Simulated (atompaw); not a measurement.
## Scattering properties, PAW (atompaw) potential for europium

* Element: Eu
* Generator: atompaw 4.2.0.5
* Type: PAW
* Functional: LDA (PW92)
* Relativity: scalar-relativistic
* Frozen core: [Kr] 4d10 5s2
* Valence charge: 15
* Reference configuration: 4f7 5p6 5d0 6s1.5 6p0 (charge +0.5)
* Partial waves: 6s (bound): rc 3.00 bohr; 6s channel at -0.1 Ry: rc 3.00 bohr; 5p (bound): rc 2.15 bohr; 6p (bound, empty): rc 2.40 bohr; 5d (bound, empty): rc 3.00 bohr; 5d channel at 0.25 Ry: rc 3.00 bohr; 4f (bound): rc 1.20 bohr; 4f channel at 0.85 Ry: rc 1.20 bohr
* Local potential: bessel scheme, radius 2.70 bohr
* Core correction: smooth core density matched at 1.36 bohr
* Augmentation charge: besselshape compensation charge, radius 2.60 bohr; PAW radius 3.00 bohr; waves and projectors: custom polynom vanderbiltortho

The phase is arctan(r·u′/u) with u = r·R(r), unwrapped; energies in Ry, scanned from -4 to 5 Ry. A pole is an energy at which the radial function vanishes at the test radius. The pseudo phase is shifted by a multiple of π to meet the all-electron one at the reference energy, and phase errors are pseudo minus all-electron; the curves can meet again beyond the range given. Levels narrower than the energy grid can be missing from the lists of poles.

Task: For each channel, where are the poles, and over which energies does the pseudopotential scatter like the atom?

Result:

| channel | radius (bohr) | reference energy (Ry) | poles, all-electron | poles, pseudo | unbroken range about the reference energy with phases within 0.05 rad | phase error 1 Ry above the reference energy (rad) |
| --- | --- | --- | --- | --- | --- | --- |
| s | 3.01 | -0.46 | -3.47, 2.11 | 2.07 | -3.3 to 3.9 | -0.000 |
| p | 3.01 | -0.24 | -1.83, 3.36 | -1.83, 3.52 | the whole range | +0.013 |
| d | 3.01 | -0.32 | 0.42 | 0.42 | below 2.4 | +0.000 |
| f | 3.01 | -0.43 | -0.40, 3.08 | -0.40, 3.16 | below 4.3 | +0.000 |

Note: ghost state, extra bound levels that the all-electron valence spectrum of the same l lacks: s at -57.1 eV. A true bound ghost makes a file unfit for plane-wave use.

Phases in the p channel:

```tsv
E (Ry)	all-electron	pseudo
-4.00	1.377	1.377
-3.52	1.355	1.356
-3.04	1.321	1.321
-2.56	1.239	1.240
-2.08	-0.314	-0.313
-1.60	-1.696	-1.696
-1.12	-1.802	-1.802
-0.64	-1.894	-1.893
-0.16	-2.039	-2.039
0.32	-2.395	-2.394
0.80	-3.433	-3.420
1.28	-4.222	-4.210
1.76	-4.475	-4.465
2.24	-4.587	-4.578
2.72	-4.653	-4.643
3.20	-4.699	-4.688
3.68	-4.737	-4.723
4.16	-4.772	-4.754
4.64	-4.809	-4.783
```
